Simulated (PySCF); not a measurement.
Job file and geometry (Å, from GFN2-xTB) of an NMR shielding run on SMILES C(#N)[C@@H]1CC[Si@H](P)C1, C5H10NPSi, PySCF 2.14.0, density-fitted response routines, GIAO PBE0/pcSseg-1 NMR shielding, non-relativistic, gas phase; density fitting, a coarse starting grid and PySCF grid level 2 are the driver's defaults:

```
$ OMP_NUM_THREADS=1 python probes_run.py task.json out

{"job": {"kind": "nmr", "xc": "PBE0", "basis": "pcSseg-1"}, "charge": 0, "multiplicity": 1}
N     -2.198603    -1.199706     2.758924
C     -1.787375    -0.658010     1.839189
C     -1.236128     0.009986     0.688232
C     -1.145673    -0.936593    -0.516219
C     -0.431825    -0.190876    -1.641834
Si     0.928320     0.810883    -0.745923
P      2.909282    -0.222580    -0.910903
C      0.173755     0.536626     0.988549
H     -1.891285     0.850549     0.430794
H     -0.562875    -1.814296    -0.227958
H     -2.137623    -1.276162    -0.821227
H     -1.133152     0.471781    -2.148360
H     -0.057579    -0.891168    -2.386375
H      0.881760     2.237070    -1.115421
H      3.615078     0.773356    -0.259435
H      3.202029     0.296332    -2.159559
H      0.734460    -0.217650     1.544124
H      0.128676     1.426774     1.612706
```

**Question.** Write the output of this run.

**Answer.** 
```
coarse grid: 15944 points
cycle   1  E = -881.4240118507  dE =  9.185e-01  |g| = 5.139e-01  |ddm| = 3.914e+00
cycle   2  E = -881.3064825879  dE =  1.175e-01  |g| = 9.065e-01  |ddm| = 1.258e+00
cycle   3  E = -881.4845071531  dE = -1.780e-01  |g| = 1.750e-01  |ddm| = 8.130e-01
cycle   4  E = -881.4910398770  dE = -6.533e-03  |g| = 5.166e-02  |ddm| = 1.730e-01
cycle   5  E = -881.4916527233  dE = -6.128e-04  |g| = 1.103e-02  |ddm| = 6.098e-02
cycle   6  E = -881.4916821835  dE = -2.946e-05  |g| = 2.352e-03  |ddm| = 1.472e-02
cycle   7  E = -881.4916835882  dE = -1.405e-06  |g| = 6.064e-04  |ddm| = 4.297e-03
final grid: 144608 points
cycle   8  E = -881.5387093186  dE = -3.424e-05  |g| = 7.145e-03  |ddm| = 3.205e-02
cycle   9  E = -881.5387013050  dE =  8.014e-06  |g| = 9.056e-03  |ddm| = 1.552e-02
cycle  10  E = -881.5387225163  dE = -2.121e-05  |g| = 9.244e-04  |ddm| = 9.166e-03
cycle  11  E = -881.5387226576  dE = -1.413e-07  |g| = 5.287e-04  |ddm| = 1.255e-03
cycle  12  E = -881.5387227131  dE = -5.552e-08  |g| = 1.175e-04  |ddm| = 4.071e-04
cycle  13  E = -881.5387227162  dE = -3.118e-09  |g| = 2.156e-05  |ddm| = 1.214e-04
cycle  14  E = -881.5387227163  dE = -1.073e-10  |g| = 5.223e-06  |ddm| = 3.404e-05
converged SCF energy = -881.5387227163

GIAO shielding tensors (ppm)
atom      isotropic    diamagn.    paramagn.     s11        s22        s33       span
  0 N      -28.913     340.499    -369.412   -190.166   -181.903    285.329    475.495
  1 C       59.645     258.772    -199.127    -62.009    -56.238    297.182    359.192
  2 C      156.481     250.262     -93.781    135.166    158.649    175.627     40.461
  3 C      150.273     249.139     -98.866    123.543    156.220    171.056     47.513
  4 C      172.386     252.248     -79.862    158.160    169.956    189.043     30.882
  5 Si     354.035     880.049    -526.014    303.541    376.641    381.924     78.383
  6 P      623.326     966.772    -343.446    562.849    615.798    691.332    128.483
  7 C      165.521     252.737     -87.216    147.400    160.424    188.738     41.338
  8 H       29.652      30.294      -0.642     25.586     27.727     35.644     10.058
  9 H       30.109      31.653      -1.544     26.183     28.923     35.221      9.038
 10 H       29.358      30.137      -0.779     23.673     28.012     36.389     12.717
 11 H       30.734      30.790      -0.056     25.562     27.983     38.658     13.096
 12 H       30.721      30.632       0.090     26.059     28.365     37.739     11.680
 13 H       26.680      29.313      -2.634     22.834     24.570     32.634      9.799
 14 H       30.494      28.912       1.582     24.722     27.502     39.258     14.536
 15 H       30.509      28.654       1.855     24.819     27.236     39.472     14.652
 16 H       30.802      32.244      -1.442     25.814     30.429     36.164     10.350
 17 H       30.149      31.166      -1.016     25.234     28.278     36.936     11.702
```

**Question.** Turn these shieldings into chemical shifts. References, each an isolated molecule treated in the same way: NH3 for 15N (σ = 267.73 ppm); 13C (σ = 186.93 ppm), 29Si (σ = 349.16 ppm), 1H (σ = 31.72 ppm) against TMS; 31P (σ = 318.38 ppm) vs H3PO4.

**Answer.** Averaging equivalent atoms: N 0: 296.6; C 1: 127.3; C 3: 36.7; C 2: 30.4; C 7: 21.4; C 4: 14.5; Si 5: -4.9; P 6: -305.0; H 13: 5.04; H 10: 2.36; H 8: 2.06; H 9: 1.61; H 17: 1.57; H 14/15: 1.22; H 12: 1.00; H 11: 0.98; H 16: 0.91 ppm. Experimental scales use liquid or dissolved standards, which lie at an offset from isolated NH3 (liquid NH3: subtract about 20 ppm) and H3PO4. Unscaled 15N shifts of sp2 nitrogen come out 20 to 40 ppm too high even then.

Size and cost of the density-fitted run: 200 basis functions, 2.2 min wall time (93 s CPU) on 1 thread of an Intel Xeon, shared host; peak memory 0.9 GiB.
